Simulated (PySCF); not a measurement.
2-bromoprop-1-ene (C₃H₅Br), SMILES C=C(C)Br.

Coordinates come from a PBE-D3(BJ)/def2-SVP optimisation.

Level of theory: PBE-D3(BJ)/def2-SVP (PySCF).

Frequencies are harmonic and unscaled.

Question: Give all harmonic wavenumbers and intensities. (The exact figures need the calculation; the answer reports its results.)

Answer: 
```csv
mode,ν (cm⁻¹),IR (km/mol),moving atoms (share of kinetic energy)
1,202,0.6,H 97 %
2,299,1.2,"C 60 %, H 27 %, Br 13 %"
3,347,0.4,"C 53 %, H 28 %, Br 19 %"
4,420,8.8,"C 70 %, H 29 %"
5,543,22.9,"C 64 %, H 25 %, Br 11 %"
6,667,0.0,H 98 %
7,852,38.0,"H 73 %, C 27 %"
8,903,1.2,"H 56 %, C 43 %"
9,966,1.2,"H 62 %, C 37 %"
10,1014,0.2,"H 67 %, C 33 %"
11,1135,73.5,"C 63 %, H 37 %"
12,1327,8.0,"H 85 %, C 15 %"
13,1357,1.3,"H 78 %, C 22 %"
14,1386,12.5,H 97 %
15,1404,9.7,H 96 %
16,1663,44.1,"C 92 %, H 8 %"
17,2970,10.0,H 97 %
18,3052,3.7,"H 91 %, C 9 %"
19,3075,7.2,"H 90 %, C 10 %"
20,3083,1.8,H 94 %
21,3193,0.8,"H 89 %, C 11 %"
```
